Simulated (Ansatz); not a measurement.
Ge3⁻. Charge -1, multiplicity 2. Geometry B3LYP-D4/def2-TZVPD; atoms count from 1.

```xyz
3

Ge   -0.704    0.883   -0.939
Ge    0.347   -1.217   -0.446
Ge    0.357    0.334    1.386
```

The structure comes from a short search, and lower isomers may exist.

Problem. Estimate the Mulliken populations from the PBE0/def2-TZVPD orbitals of Ansatz.

Solution. 
```csv
atom,charge (e),spin (α − β)
Ge1,-0.31,0.46
Ge2,-0.38,0.08
Ge3,-0.31,0.46
```
Mulliken values and Mayer orders depend strongly on the basis. With diffuse functions, as here, like atoms can get unlike values, and bond orders can come out too low or too high.

Problem. Where does the spin sit?

Solution. Summed by element: Ge 1.00, of 1 unpaired in all. Largest on single atoms: Ge3 0.46, Ge1 0.46, Ge2 0.08.

Problem. And the Mayer bond orders between bonded heavy atoms (over 0.3)?

Solution. Ge1–Ge2 1.46 (2.40 Å); Ge1–Ge3 1.18 (2.61 Å); Ge2–Ge3 1.46 (2.40 Å).
